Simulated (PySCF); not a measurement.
Compound: C6H7NOS.
Atom-mapped SMILES: `[CH3:1][NH:2][c:3]1[cH:4][cH:5][s:6][c:7]1[CH:8]=[O:9]` (hydrogens: H10, H11, H12 on C1; H13 on N2; H14 on C4; H15 on C5; H16 on C8)

Structure used (GFN2-xTB), in Å, numbered top down from 1:
```xyz
16
C6H7NOS angstrom
C      1.9916   -0.7377   -0.7385
N      0.6357   -0.8665   -0.2808
C     -0.0728    0.1287    0.2715
C      0.3791    1.4563    0.5072
C     -0.5722    2.2343    1.0841
S     -2.0503    1.4188    1.3723
C     -1.3986   -0.0534    0.6941
C     -2.1327   -1.2596    0.5914
O     -1.6843   -2.2957    0.1148
H      2.6546   -0.4336    0.0766
H      2.0701    0.0025   -1.5406
H      2.3279   -1.6983   -1.1188
H      0.1351   -1.7453   -0.3725
H      1.3633    1.8082    0.2575
H     -0.4871    3.2670    1.3625
H     -3.1671   -1.2168    0.9751
```

Method used: TDDFT CAM-B3LYP/def2-SVPD, vertical, gas phase, core orbitals frozen in the response in PySCF 2.14.0, density-fitted response routines. GFN2-xTB frequencies show an imaginary mode (23i cm⁻¹), so this geometry is no minimum at that level.

Ground-to-excited transition dipoles (e·a0, same axes as the geometry; the sign carries no meaning), for the states with f of 0.002 or more among the lowest 7:

```csv
state,E (eV),μx,μy,μz
S1,4.016,-1.313,-0.440,0.340
S3,5.182,0.065,-1.103,-0.354
S6,5.729,0.136,-0.359,-0.160
S7,6.234,0.077,-0.066,0.217
```

What oscillator strength does each state have?

f = (2/3) ΔE |μ|² with ΔE in hartree (27.2114 eV).

```csv
state,|μ|² (au),|μ| (D),f
S1,2.033,3.62,0.200
S3,1.347,2.95,0.171
S6,0.173,1.06,0.024
S7,0.057,0.61,0.009
```

What angle do the transition dipoles of S1 and S3 make?

|cos θ| = |μa·μb| / (|μa| |μb|) = 0.17, so θ ≈ 80° (taken between 0 and 90°, since the signs are arbitrary).

How is the summed strength of these states shared among x, y and z?

(2/3) Σ ΔE μα² gives 0.174 for x, 0.192 for y and 0.038 for z, 0.404 in all.

What peak molar absorption coefficient would the strongest computed level give as a lone Gaussian band 0.3 eV wide at half height?

ε(max) = 2.175×10⁸ f / FWHM, with the width in cm⁻¹. S1: 2.175×10⁸ × 0.2001 / 2420 ≈ 18000 L mol⁻¹ cm⁻¹.

Hardware: one thread of an Arm Neoverse V1, no GPU (shared host). Cost: 81 s of wall time, 1.1 GiB resident at most.

One conformer stands for the species.
